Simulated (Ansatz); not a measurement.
C2H2AlCl (`Cl[C]1=[CH][AlH]1`) at its PBE0-D4/def2-TZVP geometry, where that method's forces vanish. The species carries charge 0 and has multiplicity 1.

```xyz
6

Cl    0.6656   -1.5088   -1.8475
C     0.2630   -0.5438   -0.4817
C    -0.4290    0.6251   -0.4537
Al    0.1001    0.0965    1.2529
H    -0.8630    1.1794   -1.2821
H     0.2633    0.1515    2.8121
```

Question: What forces (eV/Å) does PBE-D4/def2-TZVPP give on these atoms in Ansatz? (Estimate.)

Answer: Ansatz gave: 
```
Cl1  0.095 -0.217 -0.273
C2   0.180 -0.307 -0.016
C3  -0.214  0.354 -0.025
Al4  0.037  0.011  0.343
H5  -0.107  0.144 -0.172
H6   0.010  0.014  0.144
```
